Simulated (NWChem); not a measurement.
Isomers of C5H5FSi, each optimised at B3LYP/6-31G* with NWChem, gas phase unless a solvent is named. Flexible species stand in one conformer each, which need not be the lowest. Pople sets run with spherical d functions. Relative energies count from the lowest isomer at each level and are electronic, without zero-point energy, on those geometries.

A: C#C[SiH2][C@H](F)C#C
B: [Si](C)(C#C)(F)C#C
C: C(=C=C(C#C)[SiH3])F

```
quantity                                                             A    B     C
----------------------------------------------------------------  ----  ---  ----
relative energy, B3LYP/def2-SVP (kcal/mol)                        67.4  0.0  66.0
relative energy, PW6B95/def2-SVP (kcal/mol)                       68.6  0.0  67.2
relative energy, LDA (Slater exchange, VWN5)/def2-SVP (kcal/mol)  63.8  0.0  56.2
```
